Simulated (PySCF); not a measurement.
PySCF input file for C2H5Si, SMILES [CH2][Si]C (connectivity only; charge and spin as stated), neutral, multiplicity 2, PBE0/pcH-1. Coordinates come from a ωB97X-D3(BJ)/def2-TZVP optimisation. The isomer is the one that the SMILES or the coordinates give; other isomers of the formula were not compared.

```python
import numpy as np
from pyscf import gto, scf, dft
from pyscf.prop.hfc import uks as hfc
from pyscf.prop.gtensor import uks as gtensor

mol = gto.M(
    atom='''
    C    -0.39187962    1.56730898    0.00000000
    Si    0.50179370    0.12175128    0.00000000
    C    -0.30469290   -1.57857285   -0.00000000
    H     0.06061241    2.55109619   -0.00000001
    H    -1.47924645    1.54325088   -0.00000000
    H    -1.38878023   -1.43289037    0.00000000
    H    -0.01913116   -2.14919569   -0.88552785
    H    -0.01913116   -2.14919569    0.88552785
    ''',
    basis='pcH-1',
    charge=0,
    spin=1,
    max_memory=1600,
    verbose=3,
)
mf = dft.UKS(mol, xc='pbe0').density_fit(auxbasis='def2-universal-jkfit')
mf.grids.level = 3
mf.conv_tol = 1e-10
mf.max_cycle = 100
mf.kernel()
fine, coarse = mf.grids, dft.Grids(mol).set(level=1).build(with_non0tab=True)
for _ in range(3):  # follow internal instabilities
    mf.grids = coarse
    mo, _, stable, _ = mf.stability(return_status=True, nroots=4)
    mf.grids = fine
    if stable:
        break
    mf.kernel(mf.make_rdm1(mo, mf.mo_occ))
A = hfc.HFC(mf).make_fcdip(mf.make_rdm1())  # Fermi contact and dipolar terms, MHz
print('atom   A(iso)/MHz   principal dipolar parts/MHz')
for i, a in enumerate(A):
    w = np.linalg.eigvalsh((a + a.T) / 2)
    print(f'{mol.atom_symbol(i):2s}{i + 1:3d} {w.mean():12.2f}', (w - w.mean()).round(2))
gt = gtensor.GTensor(mf)
gt.dia_soc2e, gt.para_soc2e, gt.so_eff_charge = None, None, True
gt.max_cycle_cphf = 60
g = gt.kernel()
```

Output:

```

WARN: HOMO -0.194040323237488 >= LUMO -0.194040323237488

converged SCF energy = -368.393431708407  <S^2> = 0.77112968  2S+1 = 2.0210192
<class 'pyscf.df.df_jk.DFUKS'> wavefunction is stable in the internal stability analysis
atom   A(iso)/MHz   principal dipolar parts/MHz
C   1        67.88 [-30.2   3.5  26.7]
Si  2      -586.69 [-139.59   46.51   93.08]
C   3        77.47 [-10.98 -10.11  21.09]
H   4         5.51 [-5.81 -4.09  9.9 ]
H   5        78.20 [-5.03 -0.2   5.23]
H   6        45.39 [-6.65  0.17  6.48]
H   7        -1.95 [-7.06 -2.55  9.61]
H   8        -1.95 [-7.06 -2.55  9.61]
SOC(1e)/OZ [ 0.00014788 -0.0027226   0.00274555]
free electron g 2.00231930436182
g-tensor total [2.0024084  1.99957492 2.0050341 ]
g-shift (ppt) [ 0.08910026 -2.74438032  2.71479999]
```

The run converged.

Cost: about 50 core-seconds (a rough figure).
